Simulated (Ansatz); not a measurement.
CH₇NSiSn, SMILES `[CH2]1[SiH2][NH][SnH2]1`, relaxed with RKS PBE-D4/def2-SVP in Ansatz 0.2.0 from a rough embedded geometry. The force threshold is 0.03 eV/Å; the program also tests the step.

The species carries charge 0 and has multiplicity 1. Sn: def2 effective core potential.

Start:

```xyz
11

C     0.301    0.286    1.064
Si    0.710   -1.153    0.021
N    -0.379   -0.594   -1.274
Sn   -1.016    1.022   -0.358
H     1.208    0.953    1.287
H    -0.191   -0.038    2.074
H     2.115   -1.163   -0.437
H     0.264   -2.463    0.580
H     0.185   -0.313   -2.073
H    -0.465    2.526   -1.072
H    -2.731    0.936    0.189
```

```csv
step,energy (eV),largest force (eV/Å),largest move (Å)
1,-16337.0049,3.570,0.000
2,-16337.6938,0.859,0.190
3,-16337.7875,0.848,0.129
4,-16337.8732,0.538,0.200
5,-16337.8854,1.392,0.195
6,-16337.9409,0.209,0.158
7,-16337.9436,0.039,0.021
8,-16337.9439,0.008,0.010
```

End:

```xyz
11

C     0.330    0.259    1.216
Si    0.800   -1.110   -0.035
N    -0.214   -0.483   -1.317
Sn   -0.981    1.162   -0.296
H     1.154    0.931    1.525
H    -0.220   -0.079    2.116
H     2.283   -1.136   -0.337
H     0.441   -2.496    0.455
H    -0.366   -0.827   -2.266
H    -0.526    2.685   -0.994
H    -2.701    1.094   -0.065
```

It took 20 s on 4 threads of an Arm Neoverse N1 on a shared host, with 0.16 GiB of host memory at the peak.
